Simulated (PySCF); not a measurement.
TiCl3 holds Ti(III), d1, at total charge 0. The structure is a model geometry with rigid ligands and bond lengths from ionic radii, not a minimum; coordination trigonal planar, point group D3h, metal–donor distances 2.20 Å.

```
4

Ti    0.000    0.000    0.000
Cl    2.200    0.000    0.000
Cl   -1.100    1.905    0.000
Cl   -1.100   -1.905    0.000
```

Method (PySCF 2.14, density fitting): CASSCF(1,5) with orbitals averaged over all microstates of the shell, strongly contracted NEVPT2 on the averaged canonical orbitals; basis x2c-TZVPall on the metal, x2c-SVPall elsewhere; spin-free X2C; gas phase; spin-orbit coupling by state interaction with the mean-field operator over all roots.

Which term lies lowest, and with what spin?

2A1' (S = 1/2, orbital degeneracy 1), orbital occupations from the lowest 1.0 0.0 0.0 0.0 0.0, by NEVPT2.

Where do the spin-allowed transitions within the shell lie?

By NEVPT2: 2E'' at 4020 cm⁻¹; 2E' at 14912 cm⁻¹ (671 nm). The strongest, at 14912 cm⁻¹, has f = 1.0e-03.

Give the fitted ligand-field and repulsion parameters.

At NEVPT2 level: orbital energies 0, 4020, 4020, 14912, 14912 cm⁻¹; ζ = 112 cm⁻¹ (free ion 152).

What magnetic behaviour follows?

The ground doublet has g = 1.839, 1.839, 1.999. μeff is 1.78 μB at 300 K and 1.65 μB at 10 K; the spin-only value is 1.73 μB.

Charge-transfer states lie outside this active space and may come lower than some of these levels. NEVPT2 lifts 2E'' from 2772 to 4020 cm⁻¹; on the d shell alone such lifts tend to overshoot. NEVPT2 on the d shell alone tends to put d–d bands too high for such charged or covalently bound ions.

The job took 7.1 s on one thread of Intel Xeon Platinum 8488C (shared host), with 102 basis functions, launched as `OMP_NUM_THREADS=1 python lf_run.py task.json out`.
